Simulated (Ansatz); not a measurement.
BI3 (boron triiodide): a line through the functionals

The species is BI3 (4 atoms), meant as a singlet with charge 0. SMILES: `IB(I)I`. The coordinates come from a PBE0-D4/def2-TZVP relaxation.

The HOMO–LUMO gap y, in eV, basis def2-SVP with a core potential; a is the functional's share of exact exchange. Programs: Ansatz 0.2.0.

| functional | program | a | y (eV) |
| --- | --- | --- | --- |
| revPBE | Ansatz | 0 | 3.05 |
| r2SCAN | Ansatz | 0 | 3.45 |
| B3LYP | Ansatz | 0.2 | ? |
| r2SCAN0 | Ansatz | 0.25 | 5.12 |
| PBE0 | Ansatz | 0.25 | 4.86 |
| BHLYP | Ansatz | 0.5 | 6.77 |

Problem. Fit y = c + s·a to the known rows and predict B3LYP.

Solution. 
1. Means of the 5 rows: a = 0.2000, y = 4.650.
2. Σ(Δa)² = 0.175, Σ(Δa·Δy) = 1.23, so the slope is 1.23/0.175 = 7.0286.
3. Intercept: 4.650 − (7.0286) × 0.2000 = 3.244. The largest residual of the fit is 0.21.
4. B3LYP: 3.244 + (7.0286) × 0.2 = 4.65 eV.

The run gave 4.50 eV, so the prediction is off by +0.15 eV, within the scatter of the fit. Exact exchange lowers occupied levels and raises empty ones. The rows mix families of semi-local functionals, which the line can't see.
